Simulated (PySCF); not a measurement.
**Stretching MgBe⁺**

Set-up: basis Mg aug-pcseg-1, Be aug-pcseg-1; no relativity; PySCF 2.14. Energies in eV from Mg⁺ + Be in their ground configurations at the same level. State: ²Σ⁺ (doublet), unpaired electrons σ ↑.

All columns are PBE0. A positive dipole points towards Be; it is taken about the centre of mass and depends on that origin.

```tsv
R (Å)	E (eV)	μ (D)	Mulliken charge on Mg (basis-dependent)	HOMO (eV)	LUMO (eV)	Mayer bond order	⟨S²⟩
2.288	-0.880	0.01	0.95	-10.55	-7.78	0.84	0.77
2.395	-1.027	0.16	0.94	-10.59	-7.84	0.80	0.78
2.501	-1.109	0.30	0.92	-10.63	-7.92	0.76	0.78
2.581	-1.137	0.40	0.91	-10.66	-7.97	0.74	0.78
2.661	-1.145	0.50	0.89	-10.69	-8.03	0.71	0.79
2.741	-1.136	0.59	0.86	-10.72	-8.08	0.69	0.79
2.847	-1.106	0.69	0.83	-10.76	-8.16	0.66	0.79
2.980	-1.048	0.79	0.80	-10.81	-8.25	0.62	0.80
3.140	-0.963	0.85	0.76	-10.87	-8.35	0.58	0.80
3.353	-0.840	0.84	0.72	-10.94	-8.49	0.54	0.80
```

A fit through these points gives, at Re = 2.655 Å, μ = 0.49 D and dμ/dR = 1.17 D/Å; the reduced mass is 6.551 u.

**Question.** How strong is the fundamental in the double-harmonic approximation, I = 42.26·(dμ/dR)²/μred km/mol?

**Answer.** I = 42.26·(1.17)²/6.551 = 8.83 km/mol at PBE0.

For an ion De counts to the pair picked by the measured ionisation energies or electron affinities, which need not be the lowest pair at this level. The state was picked by a PBE0 search and need not be the measured ground state.
